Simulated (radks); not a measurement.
Trend from Zr2+ to Cd2+: ionisation energy by Delta-SCF between NIST ground configurations, and size. All-electron calculation, non-relativistic Kohn-Sham, TPSS, spin-unpolarised, spherical densities, point nucleus; meta-GGA in the generalised Kohn-Sham scheme. Program: a radial shooting solver on a logarithmic mesh with Libxc functionals.

species,configuration,configuration of the ion,IE (eV),NIST (eV),kind,-e(HOMO) (eV),outermost,<r> outermost (bohr),r at 0.001 e/bohr^3 (bohr)
Zr2+,[Kr] 4d2,[Kr] 4d1,22.760,23.170,semi-emp.,17.363 (4d),4d,1.98,3.62
Nb2+,[Kr] 4d3,[Kr] 4d2,24.882,25.040,semi-emp.,19.189 (4d),4d,1.83,3.61
Mo2+,[Kr] 4d4,[Kr] 4d3,26.935,27.1,semi-emp.,20.948 (4d),4d,1.70,3.58
Tc2+,[Kr] 4d5,[Kr] 4d4,28.933,29.550,semi-emp.,22.657 (4d),4d,1.60,3.52
Ru2+,[Kr] 4d6,[Kr] 4d5,30.888,28.470,semi-emp.,24.328 (4d),4d,1.51,3.46
Rh2+,[Kr] 4d7,[Kr] 4d6,32.809,31.060,semi-emp.,25.971 (4d),4d,1.43,3.40
Pd2+,[Kr] 4d8,[Kr] 4d7,34.705,32.930,semi-emp.,27.592 (4d),4d,1.36,3.33
Ag2+,[Kr] 4d9,[Kr] 4d8,36.581,34.8,semi-emp.,29.197 (4d),4d,1.30,3.27
Cd2+,[Kr] 4d10,[Kr] 4d9,38.440,37.47,exp.,30.789 (4d),4d,1.24,3.21

Reference values: NIST Atomic Spectra Database (exp. = measured, semi-emp. = semi-empirical, theory = theoretical value adopted there). Relativity is left out here, which matters for elements this heavy. Spin polarisation and multiplet splitting are left out, so open shells lie too high by an amount that depends on their filling.

Beside tabulated values, note that spin-unpolarised runs miss the spin-polarisation part of the exchange energy of open shells.
